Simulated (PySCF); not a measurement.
Interval between two levels of P⁺ by level of theory

P⁺ [Ne] 3s2 3p2 [3P2, M_J = 2] → P⁺ [Ne] 3s1 3p2 4s1 [5P3, M_J = 3], as a difference of total energies. Computed with PySCF 2.14 in x2c-TZVPall-2c with one added diffuse shell each of s, p type (6s7p2d1f, 44 functions), with the two-component X2C-1e Hamiltonian. Correlated levels: [Ne] frozen; the 6 highest virtual spinors dropped. "Screened" scales the spin-orbit matrix elements by Boettger's factors to mimic the two-electron term; Breit and QED terms are absent.

```tsv
method	interval between two levels (cm⁻¹)
GHF (spin-free)	127370
GMP2 (spin-free)	137370
GHF (screened spin-orbit)	127410
GMP2 (screened spin-orbit)	137400
```

The labels give the starting determinants; with spin-orbit coupling the two ends relaxed to ⟨J²⟩ = 6.01, ⟨L²⟩ = 2.01, ⟨S²⟩ = 2.00 and ⟨J²⟩ = 12.02, ⟨L²⟩ = 2.02, ⟨S²⟩ = 6.00.

The promoted electron is Rydberg-like, and one or two diffuse shells describe it only roughly, which tends to raise the upper state.
